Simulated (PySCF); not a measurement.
Cl$_{2}$Sc (SMILES [Cl][Sc+][Cl]), charge +1, singlet, geometry from GFN2-xTB (such geometries of metal compounds can be far from the true shape) (the multiplicity is a formal guess); SVWN5/pcseg-1 run with PySCF.

The PySCF input:
```python
from pyscf import gto, scf, dft

mol = gto.Mole()
mol.atom = '''
Sc
Cl 1 2.240749
Cl 1 2.240749 2 129.525650
'''
mol.basis = 'pcseg-1'
mol.charge = 1
mol.verbose = 4
mol.build()

mf = dft.RKS(mol)
mf.xc = 'lda,vwn'
mf.kernel()
```

Output, abridged:

```
PySCF version 2.14.0

[INPUT] verbose = 4
[INPUT] num. atoms = 3
[INPUT] num. electrons = 54
[INPUT] charge = 1
[INPUT] spin (= nelec alpha-beta = 2S) = 0
[INPUT] symmetry False subgroup None
[INPUT] Mole.unit = angstrom
[INPUT] Symbol           X                Y                Z      unit          X                Y                Z       unit  Magmom
[INPUT]  1 Sc     0.000000000000   0.000000000000   0.000000000000 AA    0.000000000000   0.000000000000   0.000000000000 Bohr   0.0
[INPUT]  2 Cl     2.240749000000   0.000000000000   0.000000000000 AA    4.234401923893   0.000000000000   0.000000000000 Bohr   0.0
[INPUT]  3 Cl    -1.426065534227   0.000000000000   1.728378770146 AA   -2.694873295371   0.000000000000   3.266162515088 Bohr   0.0

nuclear repulsion = 206.345039930534
number of shells = 10
number of NR pGTOs = 169
number of NR cGTOs = 67
basis = pcseg-1
ecp = {}

******** <class 'pyscf.dft.rks.RKS'> ********
method = RKS
initial guess = minao
damping factor = 0
level_shift factor = 0
DIIS = <class 'pyscf.scf.diis.CDIIS'>
diis_start_cycle = 1
diis_space = 8
diis_damp = 0
SCF conv_tol = 1e-09
SCF conv_tol_grad = None
SCF max_cycles = 50
direct_scf = True
direct_scf_tol = 1e-13
XC library pyscf.dft.libxc version 7.1.2
    S. Lehtola, C. Steigemann, M. J. T. Oliveira, and M. A. L. Marques,  SoftwareX 7, 1–5 (2018)
XC functionals = lda,vwn
    P. A. M. Dirac,  Math. Proc. Cambridge Philos. Soc. 26, 376 (1930)
    F. Bloch,  Z. Phys. 57, 545 (1929)
    S. H. Vosko, L. Wilk, and M. Nusair,  Can. J. Phys. 58, 1200 (1980)
radial grids:
    Treutler-Ahlrichs [JCP 102, 346 (1995); DOI:10.1063/1.469408] (M4) radial grids

becke partition: Becke, JCP 88, 2547 (1988); DOI:10.1063/1.454033
pruning grids: <function nwchem_prune>
grids dens level: 3
symmetrized grids: False
atomic radii adjust function: <function treutler_atomic_radii_adjust>
small_rho_cutoff = 0
Set gradient conv threshold to 3.16228e-05
Initial guess from minao.
tot grids = 58400
init E= -1676.20501550201
  HOMO = -0.39876568184673  LUMO = -0.388433731424482  gap/eV = 0.28115
cycle= 1 E= -1670.1808638212  delta_E= 6.02  |g|= 5.31  |ddm|= 4.71
  HOMO = -0.0348804086739012  LUMO = -0.0293923983162889  gap/eV = 0.14934
cycle= 2 E= -1644.58501177742  delta_E= 25.6  |g|= 6.92  |ddm|= 17.1
  HOMO = -0.612389648141589  LUMO = -0.605426236124502  gap/eV = 0.18948
cycle= 3 E= -1660.64128756139  delta_E= -16.1  |g|= 6.45  |ddm|= 17.5
  HOMO = -0.604274022706915  LUMO = -0.603096953784817  gap/eV = 0.03203
cycle= 4 E= -1667.06199855322  delta_E= -6.42  |g|= 6.05  |ddm|= 1.65
  HOMO = -0.606104465504829  LUMO = -0.59482755825615  gap/eV = 0.30686
cycle= 5 E= -1672.32708219653  delta_E= -5.27  |g|= 4.23  |ddm|= 2.79
  HOMO = -0.519870930834227  LUMO = -0.484344932067543  gap/eV = 0.96671
cycle= 6 E= -1658.53078805426  delta_E= 13.8  |g|= 5.98  |ddm|= 4.61
  HOMO = -0.503257867810931  LUMO = -0.489699538421472  gap/eV = 0.36894
cycle= 7 E= -1673.43851427001  delta_E= -14.9  |g|= 3.38  |ddm|= 4.34
  HOMO = -0.541491264615727  LUMO = -0.34310552018817  gap/eV = 5.39835
cycle= 8 E= -1675.80526630489  delta_E= -2.37  |g|= 0.631  |ddm|= 3.08
  HOMO = -0.465097564517535  LUMO = -0.359020089291225  gap/eV = 2.88652
cycle= 9 E= -1675.94309444801  delta_E= -0.138  |g|=  0.3  |ddm|= 1.16
  HOMO = -0.494750842510522  LUMO = -0.403830704190203  gap/eV = 2.47406
cycle= 10 E= -1675.94452301514  delta_E= -0.00143  |g|= 0.263  |ddm|= 0.55
  HOMO = -0.50237932504661  LUMO = -0.401558171906559  gap/eV = 2.74348
cycle= 11 E= -1675.96397762083  delta_E= -0.0195  |g|= 0.12  |ddm|= 0.376
  HOMO = -0.50070335570082  LUMO = -0.38897718619353  gap/eV = 3.04022
cycle= 12 E= -1675.96941743605  delta_E= -0.00544  |g|= 0.0127  |ddm|= 0.161
  HOMO = -0.501160133317062  LUMO = -0.38975309147199  gap/eV = 3.03154
cycle= 13 E= -1675.96943818318  delta_E= -2.07e-05  |g|= 0.00851  |ddm|= 0.0184
  HOMO = -0.501562920475991  LUMO = -0.38976017996661  gap/eV = 3.04231
cycle= 14 E= -1675.96945821742  delta_E= -2e-05  |g|= 0.00333  |ddm|= 0.00643
  HOMO = -0.501589020616836  LUMO = -0.389492082303504  gap/eV = 3.05031
cycle= 15 E= -1675.96946230767  delta_E= -4.09e-06  |g|= 0.000109  |ddm|= 0.00377
  HOMO = -0.501592025803976  LUMO = -0.389487573028761  gap/eV = 3.05052
cycle= 16 E= -1675.96946231111  delta_E= -3.44e-09  |g|= 4.38e-05  |ddm|= 0.000158
  HOMO = -0.501592358944379  LUMO = -0.389490807603954  gap/eV = 3.05044
cycle= 17 E= -1675.96946231182  delta_E= -7.08e-10  |g|= 8.41e-06  |ddm|= 4.73e-05
  HOMO = -0.501591442214762  LUMO = -0.389494394739919  gap/eV = 3.05032
Extra cycle  E= -1675.96946231123  delta_E= 5.83e-10  |g|= 4.07e-05  |ddm|= 5.6e-05
converged SCF energy = -1675.96946231123
```
